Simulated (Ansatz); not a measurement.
Basis sets compared for the cluster Pt2H2 (the lowest singlet isomer of a short search). The state is a singlet with charge 0. Geometry PBE0-D4/def2-TZVP. Ansatz on 4 threads of Arm Neoverse V2 on a shared host; times are rough, and most runs start from earlier orbitals.

Cartesian coordinates in Å:
```
Pt 1.180 0.051 0.513
Pt -1.172 0.530 0.059
H -1.580 -0.893 0.346
H 1.572 0.312 -0.919
```

In the def2 sets Pt takes a core potential; there is no spin–orbit coupling. The structure comes from a short search, and lower isomers may exist.

Binding counts from free atoms (Pt triplet, H doublet) in the same basis, without a counterpoise term.

```
              level  functions  energy (Eh)  HOMO (eV)  LUMO (eV)  binding per atom (eV)  wall time
    PBE-D4/def2-SVP         74    -239.9535      -5.16      -4.28                   2.47     0.55 s
   PBE-D4/def2-TZVP         92    -239.9707      -5.17      -4.32                   2.51     0.65 s
r2SCAN-D4/def2-TZVP         92    -239.9776      -5.37      -4.14                   2.49      1.4 s
   PBE0-D4/def2-SVP         74    -239.8314      -6.41      -3.29                   2.25      0.7 s
  PBE0-D4/def2-TZVP         92    -239.8486      -6.40      -3.30                   2.29     0.95 s
```

Question: Estimate the rows for PBE-D4/def2-TZVPD, r2SCAN-D4/def2-TZVPD, PBE0-D4/def2-TZVPD.

Answer: 
```csv
level,functions,energy (Eh),HOMO (eV),LUMO (eV),binding per atom (eV),wall time
PBE-D4/def2-TZVPD,104,-239.9713,-5.18,-4.33,2.51,1 s
r2SCAN-D4/def2-TZVPD,104,-239.9780,-5.37,-4.14,2.49,1.6 s
PBE0-D4/def2-TZVPD,104,-239.8491,-6.40,-3.31,2.29,1 s
```
